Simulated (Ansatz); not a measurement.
`C#C[Si](Cl)(Cl)C#C` + `C#[C][GeH3]` → `C#[C][GeH2][C]#C` + `C#C[SiH](Cl)Cl` at 400 K and 1 bar (formal exchange of groups at a C–Si bond).

Isolated molecules relaxed with PBE0-D4/def2-TZVP in Ansatz; ΔE leaves out vibrations. CCSD(T)/CBS adds triple-zeta CCSD(T) − MP2 to the extrapolated MP2 energy (def2 sets, frozen cores). For Ge outer-core shells are correlated without core-valence functions, which leaves a few kJ/mol of doubt a bond. Scalar relativity is left out up to krypton.

```
             species  CCSD(T)/CBS energy (Eh)  H − E (kJ/mol)  S (J/(mol·K))
`C#C[Si](Cl)(Cl)C#C`              -1362.04922           151.6          425.8
       `C#[C][GeH3]`              -2154.54588           133.6          305.1
  `C#[C][GeH2][C]#C`              -2230.59633           173.4          370.3
    `C#C[SiH](Cl)Cl`              -1285.99086           113.0          372.5
```

H − E and S are ideal-gas, rigid-rotor, harmonic terms from PBE0-D4/def2-TZVP. 1 Eh = 2625.50 kJ/mol, R = 8.31446 J/(mol·K).

By hand: ΔE, ΔH, ΔS and ΔG.

ΔE = (-2230.59633) + (-1285.99086) − (-1362.04922) − (-2154.54588) = 0.00791 Eh = 20.8 kJ/mol. Δ(H − E) = 173.4 + 113.0 − 151.6 − 133.6 = 1.2, so ΔH = 22.0 kJ/mol. ΔS = 370.3 + 372.5 − 425.8 − 305.1 = 11.9 J/(mol·K). ΔG = 22.0 − 400 × (11.9)/1000 = 17.2 kJ/mol.

By hand: the equilibrium constant, and the temperature at which ΔG would vanish if ΔH and ΔS stayed fixed.

log₁₀ K = −ΔG/(RT ln 10) = -2.2. ΔG = 0 at ΔH/ΔS = 1849 K, though so small a ΔS makes that figure unsure.

The number of gas molecules stays the same, so ΔS is small and ΔH decides. A doubt of 5 kJ/mol in ΔE shifts log₁₀ K by 0.7 here. These are equilibria of isolated gas molecules and say nothing of rates. Largest T1 diagnostic: 0.013 (customary marks: 0.02 for closed shells, 0.045 for open ones).
